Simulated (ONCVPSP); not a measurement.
## Before and after: ONCV potential for indium (In)

```
Element                 : In
Generator               : ONCVPSP 4.0.1
Type                    : optimised norm-conserving Vanderbilt (ONCV)
Functional              : PBEsol
Relativity              : scalar-relativistic
Frozen core             : [Kr] 4d10
Valence charge          : 3
Reference configuration : 5s1.75 5p1.25
Partial waves           : 5s: rc 2.15 bohr, ncon 4, nbas 8, qcut 2.5 1/bohr, local; 5p: rc 2.65 bohr, ncon 3, nbas 6, qcut 3.7 1/bohr, 1 projector
Local potential         : the s channel
Core correction         : Teter function, fcfact 2.25, rcfact 1.3
```

All-electron outer shells of the reference configuration (PBEsol, scalar-relativistic, ld1.x):

```
shell  level (eV)  outermost node (bohr)  outermost maximum (bohr)
   4p      -78.46                   0.42                      0.82
   4d      -19.01                   0.40                      0.94
   5s       -8.52                   1.02                      2.13
   5p       -2.71                   1.14                      2.85
```

Change: s: qcut 3.3; p: qcut 4.8.

Cutoffs: the cutoffs (Ha) at which the residual kinetic energy of the hardest occupied pseudo-wave falls to 1 and 0.1 mHa per electron; they do not see the model core or the augmentation charge, which bear on the density cutoff. Errors are all-electron minus pseudo energies relative to the spin-unpolarised reference configuration.

Task: Predict the effect on cutoff, ghosts and configuration errors.

Result: The potential gets softer (19 Ha and 36 Ha → 5.4 Ha and 19 Ha); of the 4 tests that both files solve, the error grows in 0 and shrinks in 1 by more than 15 % and 0.3 meV (median size 1.7 → 1.4 meV); neither file shows a bound ghost.

```csv
quantity,base,changed
"cutoff, loose",19 Ha,5.4 Ha
"cutoff, tight",36 Ha,19 Ha
loose cutoff by channel,"s 19 Ha, p 3.8 Ha","s 5.4 Ha, p 5.1 Ha"
bound ghosts,none,none
GHOST(+) flags under 300 eV,none,none
"error for 5s2 5p1, meV [ΔE -1.44 eV]",-0.1,-0.1
"error for 5s2 5p0, meV [ΔE 3.92 eV]",0.0,-0.2
"error for 5s1 5p0, meV [ΔE 23.20 eV]",-99,-96
"error for 5s1 5p2, meV [ΔE 4.43 eV]",-3.3,-2.5
s: phases at 2.19 bohr within 0.05 rad from the reference energy up to (Ha; the scan ends near 5),1.2,2.0
p: phases at 2.70 bohr within 0.05 rad from the reference energy up to (Ha; the scan ends near 5),1.5,1.6
"rms error of d²Exc/dni dnj with the model core, mHa",3.53,3.70
```
